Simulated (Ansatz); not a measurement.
Ca₇⁻, relaxed as a doublet with UKS PBE/def2-SVPD in Ansatz, starting from the GFN1-xTB geometry. Force threshold 0.02 eV/Å.

The highest occupied level of the charge -1 doublet lies above zero (up to 0.13 eV). It is a level of α spin, whose loss leaves a singlet; that state wasn't run at this geometry and level. The electron is either unbound and held by the finite basis, or the level is raised by self-interaction error. The relaxation made no stability test and no search for a lower SCF solution. The structure comes from a short search, and lower isomers may exist.

Start:

```xyz
7

Ca   -1.730    2.736    1.461
Ca   -0.807   -0.971    3.303
Ca   -3.106   -1.041   -0.456
Ca   -0.370    0.477   -3.570
Ca    3.459   -0.255   -2.508
Ca    0.731   -3.068   -1.487
Ca    1.824    2.123    3.257
```

Q: Estimate the energy that the relaxation releases and the steps that it takes.

A: 2.37 eV, in 21 steps; 5.2 min on 4 threads of Arm Neoverse V2 on a shared host. The force fell under the threshold at step 15, but the optimiser went on. No frequencies were taken in this run, so the end may be a saddle point.

Q: Does the start keep its bonding?

A: Bonds formed: Ca1–Ca4, Ca1–Ca5, Ca1–Ca6, Ca2–Ca6, Ca5–Ca7, Ca6–Ca7 (atoms count from 1). Metal–metal contacts that move far: Ca3–Ca6 4.46 to 3.73 Å, Ca1–Ca3 4.45 to 3.73 Å, Ca3–Ca4 4.41 to 3.86 Å, Ca2–Ca3 4.41 to 3.91 Å. The end is the same structure that another start reached, the lowest one found.

Q: Predict the relaxed structure.

A: 
Cartesian coordinates in Å:
```
Ca -0.629 1.699 0.241
Ca -1.152 -0.852 2.964
Ca -3.043 -1.061 -0.447
Ca -0.680 0.205 -3.223
Ca 2.592 1.187 -1.589
Ca 0.628 -1.694 -0.238
Ca 2.283 0.517 2.292
```
Bond lengths (bridged metal pairs left out): 16 × Ca–Ca 3.65 to 3.95 Å.
